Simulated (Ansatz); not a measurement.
One change: `[SiH3]S[SiH2]S[SiH3]` becomes `NC[SiH2]S[SiH3]`.

Ansatz, PBE0-D4/def2-TZVP geometries, multiplicity 1. Each molecule was computed in one conformer, which needn't be the lowest.

| property | `[SiH3]S[SiH2]S[SiH3]` |
| --- | --- |
| LUMO energy (PBE0/def2-TZVPP) / eV | -0.30 |
| size of the dipole moment (PBE/def2-TZVPP) / D | 0.32 |
| HOMO–LUMO gap (PBE/def2-TZVPP) / eV | 5.24 |
| HOMO energy (PBE/def2-TZVPP) / eV | -6.39 |
| LUMO energy (ωB97M-V/def2-TZVPP) / eV | 1.43 |
| LUMO energy (PBE/def2-TZVPP) / eV | -1.15 |

Give the same properties after the change, and the shifts. (Estimate.)

The calculation gave: 
```
                                      property  `NC[SiH2]S[SiH3]`  shift
            LUMO energy (PBE0/def2-TZVPP) / eV              -0.10   0.20
size of the dipole moment (PBE/def2-TZVPP) / D               0.68   0.36
           HOMO–LUMO gap (PBE/def2-TZVPP) / eV               4.38  -0.86
             HOMO energy (PBE/def2-TZVPP) / eV              -5.34   1.05
         LUMO energy (ωB97M-V/def2-TZVPP) / eV               1.60   0.17
             LUMO energy (PBE/def2-TZVPP) / eV              -0.95   0.20
```

With PBE0 the HOMO rises by 0.87 eV and the LUMO rises by 0.20 eV, so the gap narrows by about 0.67 eV. PBE moves the HOMO by 1.05 eV and ωB97M-V by 0.69 eV. Dipoles are sizes alone; their direction can turn.
